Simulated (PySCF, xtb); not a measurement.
TeFI, SMILES F[Te]I.

GFN2-xTB run with xtb at its own geometry gives an orbital gap of 2.94 eV and a dipole moment of 5.94 D.

Geometry: B3LYP-D3(BJ)/def2-TZVP. The def2 effective core potentials stand for the cores of I, Te; spin–orbit coupling is left out.

Q: What does PySCF with M06-2X/def2-TZVPD give? (Estimate from the structure and the level; the computed values follow.)

A: gap 5.51 eV (levels -7.73 and -2.23 eV), dipole 2.21 D.
